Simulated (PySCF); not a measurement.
# Computed records: BGeH4NSi, CH8AlGeN

Computed with PySCF 2.14.0. Calculation on a computer-drawn molecule: the log of a Hartree-Fock and frozen-core CCSD(T) single point meant for a local Hartree-Fock minimum, with one planted fault or none, to be diagnosed. Offsets are logged minus clean, where the clean run is the same molecule without the fault. The reference is restricted for singlets and unrestricted otherwise, and also for a bond in bohr or an excited solution. Adding or removing an electron swaps singlet and doublet. The excited solution moves the top pair (singlet) or top alpha electron (doublet) to the lowest empty orbital. Highest occupied and lowest empty are orbital energies over both spins, largest force is the largest gradient component, triples share is (T) over the correlation energy, the T1 limit is 0.02 restricted and 0.045 unrestricted, electrons count all cores, a negative frequency is imaginary (commonest isotopes), and the dipole is about the centre of nuclear charge; on germanium a core potential holds 10 electrons, which the energies leave out, and 3d is frozen in MP2 and coupled-cluster steps.

Common to all runs: meant charge 0; meant multiplicity 1; meant basis cc-pV(D+d)Z; meant basis and core potential on germanium cc-pVDZ-PP ECP10MDF; logged SCF converged yes; logged spin squared 0; logged CC converged yes; logged SCF stable within its kind yes; possible faults no fault, one electron removed, one electron added, multiplicity raised by two, geometry at a saddle point, SCF held on an excited solution, minimal basis STO-3G, one bond length entered in bohr, all coordinates scaled.

(1) 
```xyz
8
formula=BGeH4NSi logged_electrons=62 logged_basis_functions=94 logged_highest_occupied=-7.6387 logged_lowest_empty=0.78909 logged_largest_force=0.080195 logged_T1_diagnostic=0.016069 logged_D1_diagnostic=0.043108 logged_triples_share=0.033707 logged_dipole_magnitude=2.615 logged_energy_HF=-663.74545 logged_energy_CCSD(T)=-664.21572 planted_fault=all_coordinates_scaled,by_-4.7_% HF_energy_offset_from_clean_run=12.81 CCSD(T)_energy_offset_from_clean_run=18.09
B     -2.3161     3.2355     1.7549
N     -2.1376     2.1089     1.4098
Si    -1.9989     0.5185     1.0700
Ge    -0.5526     0.7878    -0.7835
H     -2.4831     4.2910     2.0778
H     -1.1889     1.6187    -1.8138
H      0.6801     1.4746    -0.3762
H     -0.1576    -0.4723    -1.4234
```

Units: logged_highest_occupied, logged_lowest_empty in eV; logged_largest_force in hartree/bohr; logged_dipole_magnitude in debye; logged_energy_HF, logged_energy_CCSD(T) in hartree; HF_energy_offset_from_clean_run, CCSD(T)_energy_offset_from_clean_run in kcal/mol.

Drawn bonds:
```
atom  other atom  order
   1           2      2
   2           3      1
   3           4      1
   1           5      1
   4           6      1
   4           7      1
   4           8      1
```

(2) 
```xyz
12
formula=CH8AlGeN logged_electrons=66 logged_basis_functions=114 logged_highest_occupied=-10.658 logged_lowest_empty=2.4932 logged_largest_force=2.196e-05 logged_lowest_frequency=28.24 logged_T1_diagnostic=0.012079 logged_D1_diagnostic=0.041124 logged_triples_share=0.025703 logged_dipole_magnitude=1.5728 logged_energy_HF=-632.30822 logged_energy_CCSD(T)=-632.86719
N      0.7884     1.5331     2.5357
Al     1.1397     1.8105     0.8279
C      0.7181     0.4351    -0.5054
Ge     2.2199    -0.6518    -1.1593
H      0.9938     2.1815     3.2731
H      0.3667     0.7104     2.9246
H      1.8026     3.1901     0.4315
H      0.2797     0.9152    -1.3894
H     -0.0321    -0.2618    -0.1138
H      3.3100     0.2411    -1.7724
H      2.8526    -1.4454    -0.0046
H      1.7598    -1.6512    -2.2305
```

Units: logged_highest_occupied, logged_lowest_empty in eV; logged_largest_force in hartree/bohr; logged_lowest_frequency in cm⁻¹; logged_dipole_magnitude in debye; logged_energy_HF, logged_energy_CCSD(T) in hartree.

Drawn bonds:
```
atom  other atom  order
   1           2      1
   2           3      1
   3           4      1
   1           5      1
   1           6      1
   2           7      1
   3           8      1
   3           9      1
   4          10      1
   4          11      1
   4          12      1
```

**Q.** Which fault was planted in the run of CH8AlGeN (entry 2)?
**A.** no fault

Further results for CH8AlGeN (entry 2):

```
HF energy offset from clean run      : 0 kcal/mol
CCSD(T) energy offset from clean run : 0 kcal/mol
```
